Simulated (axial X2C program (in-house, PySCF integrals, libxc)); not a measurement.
Low determinants of PbB at the PBE0 level, two-component

All values were computed with an in-house relativistic program for diatomic molecules. Two-component (2c) means X2C with spin–orbit coupling and atomic mean-field two-electron Coulomb and Gaunt terms. Basis: Pb dyall-cv3z [12s14p10d7f1g], B dyall-v3z [7s6p2d1f] (cores contracted in-house); Gaussian nuclei, density fitting, unrestricted open shells. Masses: Pb 207.977 u, B 11.009 u.

Search at 2.290 Å (vertical energies from the lowest determinant):

```json
{"ΔE (eV)": "0.00", "state": "Ω = 3/2", "electrons beyond evenly filled partner blocks": "ω = 3/2", "electrons in ±ω = 1/2, 3/2, 5/2, 7/2": "50 25 10 2"}
{"ΔE (eV)": "0.25", "state": "Ω = 1/2", "electrons beyond evenly filled partner blocks": "ω = 1/2", "electrons in ±ω = 1/2, 3/2, 5/2, 7/2": "51 24 10 2"}
{"ΔE (eV)": "0.55", "state": "Ω = 1/2", "electrons beyond evenly filled partner blocks": "2 × ω = -1/2, ω = 3/2", "electrons in ±ω = 1/2, 3/2, 5/2, 7/2": "50 25 10 2"}
{"ΔE (eV)": "0.84", "state": "Ω = 5/2", "electrons beyond evenly filled partner blocks": "2 × ω = 1/2, ω = 3/2", "electrons in ±ω = 1/2, 3/2, 5/2, 7/2": "50 25 10 2"}
{"ΔE (eV)": "1.21", "state": "Ω = 1/2", "electrons beyond evenly filled partner blocks": "ω = 1/2", "electrons in ±ω = 1/2, 3/2, 5/2, 7/2": "49 26 10 2"}
{"ΔE (eV)": "2.63", "state": "Ω = 5/2", "electrons beyond evenly filled partner blocks": "ω = -1/2, 2 × ω = 3/2", "electrons in ±ω = 1/2, 3/2, 5/2, 7/2": "49 26 10 2"}
{"ΔE (eV)": "2.74", "state": "Ω = 7/2", "electrons beyond evenly filled partner blocks": "ω = 1/2, 2 × ω = 3/2", "electrons in ±ω = 1/2, 3/2, 5/2, 7/2": "49 26 10 2"}
```

Lowest determinant, Ω = 3/2 (⟨Sz⟩ = 1.31, ⟨Lz⟩ = 0.19 at PBE0): Re = 2.229 Å, ωe = 481.9 cm⁻¹.

The determinant in row 2 of the search, Ω = 1/2 (⟨Sz⟩ = 0.38, ⟨Lz⟩ = 0.12 at PBE0), was followed along the bond at PBE0; measured from the minimum of the lowest determinant it gives:

Te = 0.267 eV (2153 cm⁻¹), Re = 2.299 Å, ωe = 431.9 cm⁻¹.

(1) Compare the bond of the determinant in row 2 with that of the lowest one.

The search compares states at one distance, so a state with another bond length can lie lower; it is not exhaustive and yields mostly the lowest determinant of each block pattern, so other components and higher states of one pattern are missing. These are energies of single determinants, not of spin-adapted states; PBE0 term energies can be off by some tenths of an eV, and the functional has no current term. The lowest determinant need not be the ground state where others lie within half an eV.

Results:

(1) At PBE0 its Re is 0.070 Å longer and its force constant, which goes as ωe², is 0.80 times that of the lowest determinant. T0 ≈ Te + Δωe/2 = 2153 + (-25) = 2128 cm⁻¹.
